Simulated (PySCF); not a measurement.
**Peak assignment**

Cartesian coordinates in Å; atom numbers follow the order of the lines, from 1:
```xyz
14

C    -2.3034   -0.6221    0.1479
O    -0.9377   -0.3387    0.0647
Si   -0.2104    1.1073    0.1575
C     1.6434    0.6759   -0.0563
C     2.0463   -0.7497   -0.3056
O     2.4526    1.5734    0.0138
H    -2.6806   -0.4018    1.1485
H    -2.4438   -1.6817   -0.0660
H    -2.8677   -0.0286   -0.5738
H    -0.4271    1.7641    1.4483
H    -0.6426    2.0092   -0.9135
H     1.5251   -1.1151   -1.1876
H     1.7225   -1.3548    0.5387
H     3.1226   -0.8379   -0.4386
```

One conformer, no relativistic terms, no solvent model, rapidly exchanging positions averaged. σ from GIAO-PBE0/pcSseg-1; GFN2-xTB structure; PySCF.

Referencing at the same level of theory: 13C (σref 186.93), 1H (σref 31.72) against TMS.

(1) Assign these signals to the numbered atoms. 13C{1H} NMR (computed): δ 246.7 (C), 54.1 (CH3), 41.4 (CH3).

(2) Assign these signals to the numbered atoms. 1H NMR (400 MHz, computed): δ 4.53 (s, 2H), 3.88 (s, 3H), 2.56 (s, 3H).

Results:

(1) 
246.7 → C4, carbonyl carbon
54.1 → C1, methyl carbon bonded to O: deshielded by the electronegative neighbour
41.4 → C5, methyl carbon α to a carbonyl: the adjacent C=O deshields it moderately

(2) 
| δ (ppm) | atoms | environment | reason |
| --- | --- | --- | --- |
| 4.53 | H10/H11 | hydrogen on a silicon bonded to C, O | – |
| 3.88 | H7/H8/H9 | hydrogen on a methyl carbon bonded to O | its carbon carries O, hence the downfield position |
| 2.56 | H12/H13/H14 | hydrogen on a methyl carbon α to a carbonyl | α to C=O |

Shifts are as computed. Against solution values, carbons near 30 ppm lie about +3 ppm off and those near 130 ppm about +5 ppm. Of 1309 compounds with measured shifts, 239 miss one by over three times the rms of a fit or turn the order of signals round; such compounds aren't used in these exercises. No couplings were computed; multiplicities are counted from neighbouring protons, with m where these are inequivalent, close in shift, in a saturated or five-membered ring or joined by F or P, and br s for small geminal =CH2 splittings.
